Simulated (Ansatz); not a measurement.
The Ge1–S2 bond of GeS is stretched (multiplicity 1).


Correlated levels freeze the cores. Filled d and f shells under p-block atoms count as core.

Programs: Ansatz (Gaussian basis) for Hartree–Fock, density functionals and correlated methods. Values without a source in brackets are computed.

FIC-MRCISD+Q on CASSCF(10,8)/def2-SVP, total energies (hartree):

| R (Å) | CASSCF | MRCISD | weight c² of the reference |
|---|---|---|---|
| 2.028 | -2472.614629 | -2472.762289 | 0.92853 |
| 3.550 | -2472.448478 | -2472.596499 | 0.92207 |
| 8.114 | -2472.429319 | -2472.573315 | 0.92354 |

### Question
Add the Davidson correction (E_MRCISD − E_CASSCF)(1 − c²)/c² and give the energies above the first point at the three levels.

### Answer

Corrections (hartree): -0.011365, -0.012511, -0.011922. Above the first point (kcal/mol):
- R = 3.550 Å: CASSCF 104.3, MRCISD 104.0, with the correction 103.3
- R = 8.114 Å: CASSCF 116.3, MRCISD 118.6, with the correction 118.2

Ansatz is a quantum-chemistry and plane-wave program.
